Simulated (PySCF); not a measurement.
Job file and geometry (Å, from GFN2-xTB) of an NMR shielding run on `[H]/N=C(/CC#C[SiH3])C(C)C`, C₇H₁₃NSi, PySCF 2.14.0, density-fitted response routines, GIAO PBE0/pcSseg-1 NMR shielding, non-relativistic, gas phase; density fitting, a coarse starting grid and PySCF grid level 2 are the driver's defaults:

```
$ OMP_NUM_THREADS=1 python probes_run.py task.json out

{"job": {"kind": "nmr", "xc": "PBE0", "basis": "pcSseg-1"}, "charge": 0, "multiplicity": 1}
C     -1.131942    -1.279417    -0.594550
C     -1.237207     0.169667    -0.111702
C     -2.698861     0.611924    -0.017704
C     -0.550029     0.296850     1.236216
N     -0.926565    -0.208992     2.322733
C      0.719068     1.112887     1.257122
C      1.653571     0.646726     0.252331
C      2.406729     0.241892    -0.597233
Si     3.569685    -0.401078    -1.875272
H     -1.619391    -1.955504     0.105800
H     -0.087150    -1.569365    -0.684631
H     -1.608689    -1.387245    -1.566346
H     -0.718586     0.810544    -0.831821
H     -3.254570    -0.016645     0.676147
H     -3.173744     0.543170    -0.993904
H     -2.765261     1.642133     0.327443
H     -1.788238    -0.749017     2.278772
H      1.168789     1.043798     2.250053
H      0.465253     2.159325     1.054202
H      4.733001    -0.976098    -1.196350
H      3.971018     0.710163    -2.742923
H      2.862707    -1.426333    -2.649919
```

Question: Write the output of this run.

Answer: 
```
coarse grid: 18352 points
cycle   1  E = -618.0317999648  dE =  9.234e-01  |g| = 5.679e-01  |ddm| = 4.336e+00
cycle   2  E = -617.9766538009  dE =  5.515e-02  |g| = 7.674e-01  |ddm| = 1.400e+00
cycle   3  E = -618.1034037196  dE = -1.267e-01  |g| = 1.967e-01  |ddm| = 8.042e-01
cycle   4  E = -618.1122066015  dE = -8.803e-03  |g| = 5.484e-02  |ddm| = 2.014e-01
cycle   5  E = -618.1127978963  dE = -5.913e-04  |g| = 2.742e-02  |ddm| = 5.825e-02
cycle   6  E = -618.1129669946  dE = -1.691e-04  |g| = 5.355e-03  |ddm| = 2.422e-02
cycle   7  E = -618.1129736278  dE = -6.633e-06  |g| = 1.509e-03  |ddm| = 7.309e-03
final grid: 171216 points
cycle   8  E = -618.1662547021  dE = -5.749e-05  |g| = 8.861e-03  |ddm| = 4.670e-02
cycle   9  E = -618.1662506652  dE =  4.037e-06  |g| = 9.737e-03  |ddm| = 1.789e-02
cycle  10  E = -618.1662749856  dE = -2.432e-05  |g| = 7.472e-04  |ddm| = 9.485e-03
cycle  11  E = -618.1662750829  dE = -9.727e-08  |g| = 3.573e-04  |ddm| = 1.073e-03
cycle  12  E = -618.1662751072  dE = -2.431e-08  |g| = 1.334e-04  |ddm| = 3.856e-04
cycle  13  E = -618.1662751111  dE = -3.889e-09  |g| = 2.542e-05  |ddm| = 1.369e-04
cycle  14  E = -618.1662751112  dE = -1.169e-10  |g| = 1.364e-05  |ddm| = 3.159e-05
converged SCF energy = -618.1662751112

GIAO shielding tensors (ppm)
atom      isotropic    diamagn.    paramagn.     s11        s22        s33       span
  0 C      160.820     249.188     -88.368    148.310    149.190    184.960     36.651
  1 C      150.060     248.573     -98.512    139.013    148.442    162.726     23.713
  2 C      164.642     246.280     -81.639    150.122    157.595    186.208     36.086
  3 C       -1.362     255.644    -257.005   -125.111     -1.174    122.201    247.312
  4 N      -64.322     321.646    -385.967   -354.419    -87.697    249.152    603.571
  5 C      149.397     248.913     -99.517    127.619    148.443    172.128     44.509
  6 C       70.326     273.457    -203.131    -28.164    -25.308    264.449    292.612
  7 C      104.860     260.163    -155.302     22.704     30.703    261.173    238.469
  8 Si     448.611     882.792    -434.181    440.699    442.886    462.248     21.549
  9 H       30.839      33.386      -2.547     27.517     29.488     35.511      7.994
 10 H       29.974      33.678      -3.703     24.397     29.718     35.809     11.412
 11 H       30.607      32.294      -1.687     26.957     27.944     36.920      9.964
 12 H       28.930      35.421      -6.490     25.142     27.889     33.761      8.618
 13 H       30.728      31.393      -0.665     27.052     29.456     35.678      8.625
 14 H       30.697      29.783       0.913     26.612     28.217     37.261     10.649
 15 H       30.641      29.763       0.878     25.851     28.586     37.487     11.636
 16 H       21.266      35.450     -14.185     11.911     23.544     28.342     16.430
 17 H       28.301      29.063      -0.762     23.752     27.610     33.541      9.789
 18 H       28.279      29.211      -0.931     25.229     27.119     32.489      7.260
 19 H       27.444      28.635      -1.191     23.803     25.717     32.813      9.010
 20 H       27.438      28.889      -1.450     23.912     25.731     32.673      8.761
 21 H       27.458      30.549      -3.091     23.619     26.804     31.951      8.332
```

Question: Turn these shieldings into chemical shifts. Referencing at the same level of theory: 13C (σref 186.93) and 29Si (σref 349.16) and 1H (σref 31.72) vs TMS; 15N (σref 267.73) against NH3.

Answer: Averaging equivalent atoms: C 3: 188.3; C 6: 116.6; C 7: 82.1; C 5: 37.5; C 1: 36.9; C 0/2: 24.2; N 4: 332.1; Si 8: -99.5; H 16: 10.45; H 19/20/21: 4.27; H 17/18: 3.43; H 12: 2.79; H 9/10/11/13/14/15: 1.14 ppm. Experimental scales use liquid or dissolved standards, which lie at an offset from isolated NH3 (liquid NH3: subtract about 20 ppm). Unscaled 15N shifts of sp2 nitrogen come out 20 to 40 ppm too high even then.

Size and cost of the density-fitted run: 225 basis functions, 46 s wall time on 1 thread of an Arm Neoverse V2, shared host; peak memory 1 GiB.
